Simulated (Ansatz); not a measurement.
Reaction (ligand exchange at the Si–S bond): `C[SiH2][S][Ti]([Cl])([Cl])[Cl]` + `SS` → `C[SiH2]SS` + `[SH][Ti]([Cl])([Cl])[Cl]`

Isolated molecules relaxed with PBE0-D4/def2-TZVP in Ansatz; ΔE leaves out vibrations. CCSD(T)/CBS is the MP2 limit (def2-TZVPP, def2-QZVPP) plus CCSD(T) − MP2 in def2-TZVPP, frozen cores. This one scheme is used for every species. DFT in def2-TZVPP. B3LYP here is the variant with VWN-RPA as its local correlation; programs differ in this. For Ti outer-core shells are correlated without core-valence functions, which leaves a few kJ/mol of doubt a bond. Scalar relativity is left out up to krypton. One conformer a species, not always the lowest.

```tsv
level	ΔE (kJ/mol)	difference from CCSD(T)/CBS
LDA (SPW92)	14.1	-6.8
BLYP	6.2	-14.7
B3LYP	8.5	-12.4
RPA@PBE/def2-TZVPP	17.9	-3.0
CCSD(T)/def2-SVP	27.3	6.4
CCSD/def2-TZVPP	16.5	-4.4
HF/def2-QZVPP	9.3	-11.6
MP2/def2-QZVPP	25.1	4.2
SCS-MP2/def2-QZVPP	21.3	0.4
MP2/CBS(def2)	25.6	4.7
CCSD(T)/CBS	20.9	0
```

Largest T1 diagnostic among the species: 0.026, so the coupled-cluster value is less sure than usual.

At CCSD(T), def2-SVP lies +6.4 kJ/mol from the extrapolated value and def2-TZVPP −1.3 kJ/mol. From BLYP to BHLYP (50 % exact exchange), in def2-TZVPP and without D4, ΔE moves by +4.4 kJ/mol.
